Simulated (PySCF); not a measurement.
## Bond curve of HgF⁺

Set-up: Hg def2-SVPD with ECP60, F def2-SVPD; scalar-relativistic core potentials (PySCF 2.14). Energies in eV from Hg⁺ + F in their ground configurations at the same level. State: ¹Σ⁺ (singlet), closed shell.

```json
{"R (Å)": "1.669", "PBE0": "-0.273"}
{"R (Å)": "1.747", "PBE0": "-0.986"}
{"R (Å)": "1.825", "PBE0": "-1.361"}
{"R (Å)": "1.883", "PBE0": "-1.487"}
{"R (Å)": "1.941", "PBE0": "-1.516"}
{"R (Å)": "1.999", "PBE0": "-1.474"}
{"R (Å)": "2.077", "PBE0": "-1.339"}
{"R (Å)": "2.174", "PBE0": "-1.090"}
{"R (Å)": "2.290", "PBE0": "-0.731"}
{"R (Å)": "2.446", "PBE0": "-0.226"}
```

Question: Put a parabola through the three lowest points of the PBE0 curve and estimate Re, k and ωe (reduced mass 17.36 u; 1 eV/Å² = 0.16022 mdyn/Å; ωe = 1302.8·√(k/μ) cm⁻¹).

Answer: Through R = 1.883, 1.941, 1.999 Å the second-order coefficient is 10.6 eV/Å², so Re ≈ 1.936 Å, k ≈ 3.38 mdyn/Å and ωe ≈ 575 cm⁻¹. A polynomial fit of higher order to the unrounded PBE0 energies gives Re = 1.933 Å, k = 3.50 mdyn/Å, ωe = 585 cm⁻¹; anharmonicity and rounding make the difference.

The higher-order fit for each curve: PBE0: Re = 1.933 Å, ωe = 585 cm⁻¹, De = 1.52 eV.

These are scalar-relativistic numbers at best; spin–orbit coupling would shift them, the dissociation energy most. For an ion De counts to the pair picked by the measured ionisation energies or electron affinities, which need not be the lowest pair at this level.
